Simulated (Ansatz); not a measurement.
C₂H₁₂N₄Ti, SMILES `C[N](C)[Ti]([NH2])([NH2])[NH2]` at its PBE0-D4/def2-TZVP geometry, where that method's forces vanish. The species carries charge 0 and has multiplicity 1.

```xyz
19

C     0.6206    1.8434   -1.0418
N    -0.1483    0.7167   -0.5912
C    -1.4684    0.6456   -1.1690
Ti    0.2394   -0.6754    0.6046
N    -0.9735   -0.5491    2.0681
N     1.9990   -0.4329    1.2692
N     0.1900   -2.3134   -0.3669
H     0.1228    2.7931   -0.7956
H     1.6027    1.8369   -0.5695
H     0.7595    1.8235   -2.1330
H    -1.4275    0.5635   -2.2651
H    -2.0110   -0.2294   -0.7941
H    -2.0671    1.5351   -0.9235
H    -1.6636    0.1778    2.1917
H    -1.0799   -1.2378    2.8003
H     2.8185   -0.8908    0.8972
H     2.2212    0.0236    2.1421
H     0.2145   -3.2380    0.0406
H     0.0511   -2.3924   -1.3641
```

(1) What forces (eV/Å) does PBE-D4/def2-TZVPP give on these atoms in the Gaussian-basis code of Ansatz? (Best estimate.)

Results:

(1) The calculation gave: 
```
C1   0.058  0.053 -0.011
N2   0.067  0.133 -0.064
C3  -0.075 -0.040 -0.007
Ti4 -0.085 -0.122  0.050
N5   0.061  0.027 -0.017
N6   0.001  0.071 -0.054
N7   0.050  0.048  0.015
H8  -0.100  0.215  0.040
H9   0.203  0.006  0.092
H10  0.033  0.014 -0.238
H11 -0.003 -0.013 -0.239
H12 -0.108 -0.176  0.076
H13 -0.137  0.191  0.043
H14 -0.266  0.241  0.073
H15 -0.059 -0.232  0.272
H16  0.306 -0.157 -0.108
H17  0.104  0.150  0.311
H18  0.005 -0.343  0.121
H19 -0.056 -0.066 -0.355
```
